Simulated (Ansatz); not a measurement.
Geometry optimisation, RKS PBE0-D4/def2-SVP (Ansatz 0.2.0).

Input:

```yaml
crystal:
  periodic: [false, false, false]
  atoms:
    - { symbol: Ge, position_ang: [-0.386883, -0.136518, -0.353678] }
    - { symbol: F, position_ang: [-0.157727, 0.739039, 2.37973] }
    - { symbol: H, position_ang: [1.036195, -0.520167, 0.056012] }
    - { symbol: H, position_ang: [-0.568294, 1.334833, -0.74222] }
    - { symbol: F, position_ang: [-0.754916, -1.076525, -1.77868] }
    - { symbol: H, position_ang: [-1.439371, -0.589904, 0.687433] }
    - { symbol: H, position_ang: [-0.860104, 0.143142, 2.301603] }
basis:
  gaussian: { orbitals: def2-SVP }
hamiltonian:
  xc: pbe0
  dispersion: d4
relax:
  f_tol: 0.03
  max_steps: 50
```

Launched with:

```bash
$ ansatz run input.yaml --threads 1 --pin off --max-ram 2048MiB --backend cpu --events-out ev --progress --plain --runs-dir out
```

Task: Where does it end, and by what steps?

Result: The forces met the threshold. The force dipped under the threshold on the way, but the program's further checks kept it going. After 8 steps the energy has fallen by 0.036 eV; H7 moved furthest, 0.49 Å.

```tsv
step	energy less start (eV)	largest force component (eV/Å)	accepted
0	0.0000	0.114	yes
1	-0.0028	0.910	yes
2	0.0279	1.586	no
3	-0.0223	0.288	yes
4	-0.0317	0.095	yes
5	-0.0350	0.029	yes
6	-0.0188	0.886	no
7	-0.0353	0.221	yes
8	-0.0362	0.005	yes
```

```xyz
7
Properties=species:S:1:pos:R:3
Ge -0.416 -0.217 -0.384
F -0.153 0.834 2.224
H 0.996 -0.636 0.036
H -0.585 1.292 -0.587
F -0.669 -0.935 -1.960
H -1.511 -0.829 0.505
H -0.794 0.387 2.717
```

Whether the end is a true minimum wasn't checked by a vibrational analysis.

Time of the run: 26 s on 1 thread of Arm Neoverse V2, with other jobs on the host, peak memory 0.15 GiB.
